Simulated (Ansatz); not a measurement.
Species: SiNH₂I, charge 0, singlet. SiNH2I (SMILES [Si](I)N).
B3LYP-D3(BJ)/def2-TZVP minimum from Ansatz (an electronic-structure program):
```
N
H 1 1.0101
H 1 1.0109 2 112.65
Si 1 1.7065 2 126.71 3 180.00
I 4 2.5402 1 98.46 2 0.00
```

Total energies in hartree (Ansatz). Open shells are spin-unrestricted; no spin-orbit coupling. Correlated methods leave the cores frozen (noble-gas shells, and filled d and f shells in the p block). Past Kr the def2 sets carry scalar-relativistic core potentials. For partners of very few electrons the exact lower level stands in for a higher one. Spin-orbit terms, left out, reach several kcal/mol for Br and I, and more for heavier atoms.

| species | HF/def2-TZVPP | CCSD(T)/def2-TZVPP | HF/def2-QZVPP | CCSD(T)/def2-QZVPP | CCSD(T)/def2-SVP | CCSDT(Q)/def2-SVP |
|---|---|---|---|---|---|---|
| 1: SiNH2I (SMILES N[Si]I) | -641.29179 | -641.79477 | -641.30431 | -641.84963 | -641.49902 | -641.50099 |
| 2: Si (triplet) | -288.85084 | -288.92770 | -288.85873 | -288.93839 | -288.81556 | -288.81596 |
| 3: I (doublet) | -296.65857 | -296.79430 | -296.65973 | -296.81374 | -296.74085 | -296.74112 |
| 4: N (quartet) | -54.40275 | -54.51594 | -54.40439 | -54.52502 | -54.42172 | -54.42189 |
| 5: H (doublet) | -0.49981 | -0.49981 | -0.49998 | -0.49998 | -0.49928 | -0.49928 |

Problem. Work out the atomisation energy (electronic, to ground-state atoms) in kcal/mol: take Hartree-Fock from def2-QZVPP, extrapolate the CCSD(T) correlation energy as X^-3 (X = 3, 4), and add CCSDT(Q) - CCSD(T) in def2-SVP. 1 hartree = 627.51 kcal/mol.

Solution. 
Species 1: correlation (64·(-0.54532) - 27·(-0.50298))/37 = -0.57622; step -0.00197; E1 = -641.30431 + (-0.57622) + (-0.00197) = -641.88250
Species 2: correlation (64·(-0.07966) - 27·(-0.07686))/37 = -0.08170; step -0.00040; E2 = -288.85873 + (-0.08170) + (-0.00040) = -288.94083
Species 3: correlation (64·(-0.15401) - 27·(-0.13573))/37 = -0.16735; step -0.00027; E3 = -296.65973 + (-0.16735) + (-0.00027) = -296.82735
Species 4: correlation (64·(-0.12063) - 27·(-0.11319))/37 = -0.12606; step -0.00017; E4 = -54.40439 + (-0.12606) + (-0.00017) = -54.53062
Species 5: correlation (64·(0.00000) - 27·(0.00000))/37 = 0.00000; step +0.00000; E5 = -0.49998 + (0.00000) + (+0.00000) = -0.49998
-1·E1 +1·E2 +1·E3 +1·E4 +2·E5 = 0.58374 hartree = 366.3 kcal/mol.
